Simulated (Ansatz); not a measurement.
Basis sets compared for GaH2(OMe) (CH₅GaO). The state is a singlet with charge 0. Geometry B3LYP-D4/def2-TZVP. Ansatz on 4 threads of Arm Neoverse V1 on a shared host; times are rough, and most runs start from earlier orbitals.

```xyz
8

Ga   -0.057   -0.685    1.450
H    -1.177   -1.659    0.952
H     0.627   -0.559    2.841
O     0.558    0.486    0.240
C     0.100    0.577   -1.093
H     0.938    0.433   -1.782
H    -0.319    1.572   -1.274
H    -0.670   -0.166   -1.334
```

Binding counts from free atoms (Ga doublet, H doublet, O triplet, C triplet) in the same basis, without a counterpoise term.

```
           level  functions  energy (Eh)  HOMO (eV)  LUMO (eV)  binding per atom (eV)  wall time
 PBE-D4/def2-SVP         85   -2040.4184      -6.30      -1.89                   3.37     0.55 s
PBE0-D4/def2-SVP         85   -2040.4674      -7.74      -1.11                   3.32     0.75 s
```

Estimate the rows for PBE-D4/def2-TZVP, PBE0-D4/def2-TZVP (with forces).


```json
{"level": "PBE-D4/def2-TZVP", "functions": "140", "energy (Eh)": "-2040.8041", "HOMO (eV)": "-6.40", "LUMO (eV)": "-1.98", "binding per atom (eV)": "3.35", "wall time": "0.9 s"}
{"level": "PBE0-D4/def2-TZVP (with forces)", "functions": "140", "energy (Eh)": "-2040.8500", "HOMO (eV)": "-7.83", "LUMO (eV)": "-1.20", "binding per atom (eV)": "3.30", "wall time": "1.4 s"}
```
